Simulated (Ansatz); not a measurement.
**SiCl4 (silicon tetrachloride): from total energies to a heat of formation**

The species is SiCl4 (5 atoms), meant as a singlet with charge 0. SMILES: `Cl[Si](Cl)(Cl)Cl`. Geometry: relaxed at PBE0-D4/def2-TZVP.

Total energies at MP2/cc-pVDZ, 25 core orbitals frozen (Ansatz 0.2.0); the atoms run unrestricted:

```
species    state   energy (Eh)
  SiCl4  singlet  -2127.771512
     Cl  doublet   -459.580942
     Si  triplet   -288.895013
```

Harmonic wavenumbers at PBE0-D4/def2-TZVP, in cm⁻¹: 144, 144, 218, 218, 218, 422, 624, 624, 624.

Measured heats of formation of the gaseous atoms at 298.15 K, in kJ/mol: Cl 121.3, Si 450.0. Spin-orbit lowering of the atoms at 298 K (mean of the ground term's levels less their thermal mean, from spectra), in kJ/mol: Cl 3.44, Si 0.44. Take 1 Eh = 2625.50 kJ/mol, 1 cm⁻¹ = 0.0119627 kJ/mol, RT = 2.479 kJ/mol.

Task: What heat of formation follows?

Result: 
1. Electronic atomisation energy: 4 × (-459.580942) + (-288.895013) − (-2127.771512) = 0.552731 Eh = 1451.2 kJ/mol.
2. Zero-point energy: half the sum of the wavenumbers, 1618 cm⁻¹ = 19.4 kJ/mol.
3. Thermal vibrational enthalpy, Σ hcν̃/(exp(hcν̃/kT) − 1): 9.5 kJ/mol. Translation, rotation and pV of a non-linear molecule: 4 RT = 9.9 kJ/mol.
4. The 5 free atoms carry 5/2 RT each: 31.0 kJ/mol.
5. Spin-orbit coupling lowers the free atoms by 4 × 3.44 + 0.44 = 14.2 kJ/mol.
6. Atomisation enthalpy at 298 K: 1451.2 − 14.2 − 19.4 − 9.5 − 9.9 + 31.0 = 1429.2 kJ/mol.
7. Sum of the atoms' heats of formation: 935.2 kJ/mol. Heat of formation: 935.2 − 1429.2 = -494.0 kJ/mol.

The tabulated value is -662.7 kJ/mol (NIST-JANAF tables), so this level is off by +168.7 kJ/mol, or 10.6 % of the atomisation enthalpy. Perturbation theory converges slowly with the basis for atomisation. A double-zeta basis underbinds. Anharmonicity and any spin-orbit splitting of the molecule are left out, and so is core correlation.
